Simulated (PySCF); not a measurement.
PySCF 2.14 output of an unrestricted BP86 calculation on a single atom or ion in def2-TZVP (6s4p4d1f, 45 functions), with no relativity, point nucleus:

```
SCF conv_tol = 1e-09
number electrons alpha = 14  beta = 9
    A. D. Becke.,  Phys. Rev. A 38, 3098 (1988)
    J. P. Perdew.,  Phys. Rev. B 33, 8822 (1986)
cycle= 1 E= -1150.2571642405  delta_E= -0.00691  |g|= 0.0597  |ddm|= 0.112
cycle= 2 E= -1150.25674882021  delta_E= 0.000415  |g|= 0.075  |ddm|= 0.0511
cycle= 3 E= -1150.25788770887  delta_E= -0.00114  |g|= 0.000151  |ddm|= 0.0284
cycle= 4 E= -1150.25788771719  delta_E= -8.32e-09  |g|= 5.43e-05  |ddm|= 0.000133
cycle= 5 E= -1150.25788771783  delta_E= -6.39e-10  |g|= 3.69e-06  |ddm|= 2.43e-05
converged SCF energy = -1150.25788771783  <S^2> = 8.7502583  2S+1 = 6.0000861
```

The run itself started from symmetry-adapted Hartree-Fock orbitals and held the occupation by maximum overlap, on a logarithmic radial grid, so the iterations belong to that start.

Question: Which element, charge and spin multiplicity is this?

Answer: Mn²⁺ (manganese, charge +2), multiplicity 6; the state was [Ar] 3d5, high-spin 6S determinant.
